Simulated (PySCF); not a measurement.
Input for PySCF: R-B3LYP/6-31G* on H2S (SMILES S) with ghost functions, monomers drawn apart or pushed together.

```python
from pyscf import gto, scf, dft, mp
from pyscf.data.elements import chemcore

mol = gto.M(
    atom='''
    S    -0.28019333    0.37876062    0.35636734
    H    -0.42542070   -0.95568377    0.34686382
    H     1.00566485    0.29105727    0.73162682
    ghost-As   -0.05793698   -0.54027067    3.61383043
    ghost-H   -1.52734782   -0.78213654    3.29541539
    ghost-H   -0.26514395    0.96438935    3.71906446
    ghost-H   -0.28465294   -0.74094213    5.11136065
    ''',
    basis='6-31g*',
    cart=True,
    charge=0, spin=0, verbose=3, max_memory=1800)
mf = dft.RKS(mol, xc='b3lyp')
mf.conv_tol = 1e-8
mf.max_cycle = 100
mf.kernel()
if not mf.converged:
    mf = mf.newton().run(mf.mo_coeff, mf.mo_occ)
```

It printed:

```
converged SCF energy = -399.386207176257
```

The calculation finished and met its thresholds.

Cost: about 1.2 core-seconds (a rough figure).
